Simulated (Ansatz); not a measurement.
Reaction (formal hydrolysis of the Si–S bond): `N[SiH](O)S` + H₂O → `N[SiH](O)O` + H₂S

Computed with Ansatz on PBE0-D4/def2-TZVP structures; ΔE is electronic, products minus reactants. CCSD(T)/CBS adds triple-zeta CCSD(T) − MP2 to the extrapolated MP2 energy (def2 sets, frozen cores). This one scheme is used for every species. Functionals use def2-TZVPP. HSE06 is defined as in plane-wave codes. One conformer a species, not always the lowest.

`N[SiH](O)S`:

Z-matrix (Å, degrees):
```
Si
O 1 1.644
S 1 2.137 2 105.1
N 1 1.696 2 112.5 3 -119.7
H 1 1.483 2 110.7 3 120.7
H 2 0.959 1 117.6 3 -57.1
H 3 1.344 1 94.0 2 174.4
H 4 1.007 1 120.6 2 -81.2
H 4 1.007 1 120.9 2 68.7
```

H₂O:

```xyz
3

O     0.349    0.049    0.165
H    -0.469   -0.203    0.597
H     0.120    0.155   -0.761
```

`N[SiH](O)O`:

Cartesian coordinates in Å:
```
N 0.272 0.031 1.228
Si 0.175 0.282 -0.465
O -1.352 0.781 -0.792
O 0.647 -1.112 -1.187
H 1.093 -0.401 1.621
H -0.101 0.725 1.856
H 1.035 1.317 -1.069
H -2.067 0.307 -0.364
H 0.298 -1.929 -0.828
```

H₂S:

Z-matrix (Å, degrees):
```
S
H 1 1.341
H 1 1.341 2 92.3
```

```
  level  ΔE (kJ/mol)
ωB97X-V        -49.9
  HSE06        -42.9
```

Q: What does CCSD(T)/CBS give? (An estimate is asked.)

A: Ansatz gave: -47.6 kJ/mol. The listed levels differ from it by -2.3, 4.7 kJ/mol.

Largest T1 diagnostic among the species: 0.011.

The D4 term adds +5.4 kJ/mol with B3LYP and +2.9 kJ/mol with PBE0; it sums over pairs of atoms, weighted by their polarisabilities, and B3LYP, whose exchange is more repulsive, gets the larger term. Leaving LDA and LC-ωPBE aside and taking each functional with its dispersion term where it has one, the values, not all of them listed here, spread over 21.3 kJ/mol, from CAM-B3LYP-D4 to revPBE-D4. LDA lies −4.4 kJ/mol from PBE without D4.

B3LYP here is the variant with VWN-RPA as its local correlation; programs differ in this.
